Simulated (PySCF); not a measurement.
Delta-SCF ions had no search for a lower state. Excitations are Tamm–Dancoff values on a coarser integration grid. The basis has no diffuse functions, so Rydberg states are missing or too high.

**C$_{8}$H$_{9}$FSi, SMILES `C=Cc1cc([SiH3])ccc1F` (C–C–C–C torsion 3°) (charge 0, multiplicity 1)**

All values below come from ωB97X-D3(BJ)/def2-TZVP // PBE0-D3(BJ)/def2-SVP in PySCF.

The HOMO is -8.91 eV. The dipole moment is 0.39 D and the HOMO–LUMO gap is 9.43 eV. The LUMO is 0.52 eV and the S1 excitation (TDA) is 5.03 eV. The S1 oscillator strength comes out as 0.111. The brightest of the four lowest singlets (TDA) comes out as 6.87 eV, the T1 excitation (TDA) is 3.30 eV and the S1–T1 gap (TDA) is 1.73 eV. The vertical ionisation energy (Delta-SCF) is 8.58 eV and the vertical electron affinity (Delta-SCF) is -0.23 eV. The total energy comes out as -699.9221 Ha and the cost is about 21 core-minutes (a rough figure).

```xyz
19

C     -2.7874    -1.2973     1.0089
C     -2.4585    -0.1508     0.4024
C     -1.1098     0.2831     0.0243
C      0.0451    -0.4939     0.2110
C      1.3192    -0.0529    -0.1563
Si     2.8226    -1.1515     0.0886
C      1.4407     1.2227    -0.7342
C      0.3217     2.0209    -0.9376
C     -0.9265     1.5428    -0.5598
F     -1.9888     2.3230    -0.7608
H     -2.0478    -2.0498     1.2950
H     -3.8298    -1.5215     1.2449
H     -3.2550     0.5551     0.1525
H     -0.0689    -1.4822     0.6637
H      3.2746    -1.7492    -1.2069
H      3.9605    -0.3589     0.6486
H      2.4728    -2.2591     1.0291
H      2.4217     1.6051    -1.0299
H      0.3935     3.0145    -1.3836
```
